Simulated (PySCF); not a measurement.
**Badger's rule along the 5d metals: bonds to F**

PBE0 in PySCF with def2-TZVPP on every atom (core potentials on Re, Pt, Au, Hg), for the lowest determinant that a PBE0 search found; no spin–orbit coupling. Badger's rule says that Re = d + c·k^(−1/3) for bonds between atoms of fixed rows.

```
molecule  state (unpaired electrons)  Re (Å)  k (mdyn/Å)
     PtF               doublet (σ ↑)   1.886        3.78
     AuF      singlet (closed shell)   1.933           ?
     ReF   septet (σ ↑↑, π ↑↑, δ ↑↑)   1.983           ?
     HgF               doublet (σ ↑)   2.046        2.00
```

Task: Fix c and d from PtF and HgF.

Result: c = (2.046 − 1.886)/(2.0^(−1/3) − 3.78^(−1/3)) = 1.054, d = 1.886 − c·3.78^(−1/3) = 1.209 Å.

Task: Predict k of the others and set the computed values beside them.

Result: 

```tsv
molecule	k by the rule	k computed	difference (%)
AuF	3.09	3.06	1
ReF	2.53	2.96	-15
```

The rule misses by 8 % on average, well for two fitted constants.

Spin–orbit coupling is left out. States were picked by a PBE0 search and need not be the measured ground states.
